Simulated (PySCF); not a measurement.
CClF2, SMILES F[C](F)Cl (connectivity only; charge and spin as stated), charge +1, multiplicity 1. The structure is a stationary point at PBE-D3(BJ)/def2-TZVP. The multiplicity is an assumed one; other spin states were not compared. The isomer is the one that the SMILES or the coordinates give; other isomers of the formula were not compared.

These are PySCF with PBE-D3(BJ)/def2-TZVP values and carry that method's errors.

Harmonic wavenumbers (cm⁻¹): 410, 505, 661, 800, 1374, 1470. Rotational constants (GHz): 11.60, 5.129, 3.556; symmetry number 2.

### Question
Work out the zero-point energy and the ideal-gas rigid-rotor harmonic-oscillator thermochemistry at 298.15 K and 1 atm.

### Answer
ZPE = ½ Σ hcν = ½ × 5219 cm⁻¹ = 31.22 kJ/mol. H − E(el) = 43.08 kJ/mol. Entropy in J/(mol K): translation 164.22, rotation 98.14, vibration 9.08, total 271.44. G − E(el) = -37.85 kJ/mol. Cp = 51.85 J/(mol K).
